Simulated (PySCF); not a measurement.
Computed shifts of a molecule C₂H₉NOSi, PBE/pcSseg-1 in PySCF, GIAO, gas phase, atoms alike by connectivity averaged where their shifts nearly agree, in ppm (number of nuclei): ¹³C: 51.8 (1), -3.2 (1). ²⁹Si: -16.8 (1). ¹⁵N: 31.6 (1). ¹H: 5.08 (1), 3.91 (3), 1.07 (1), 0.74 (1), 0.34 (3). References: ¹³C against TMS (σ = 182.0 ppm); ¹⁷O against H2O (σ = 334.3 ppm); ²⁹Si against TMS (σ = 335.4 ppm); ¹⁵N against NH3 (σ = 267.0 ppm); ¹H against TMS (σ = 31.49 ppm), references at their B3LYP-D3(BJ)/def2-TZVP geometries, non-relativistic. Coordinates come from a PBE0-D3(BJ)/def2-SVP optimisation. The values are those of a single conformer.

Identify the compound among the candidates.
A. CO[Si@H](C)N
B. CCN[SiH2]O
C. CN(C)[SiH2]O
D. C[Si](C)(N)O

A, CO[Si@H](C)N
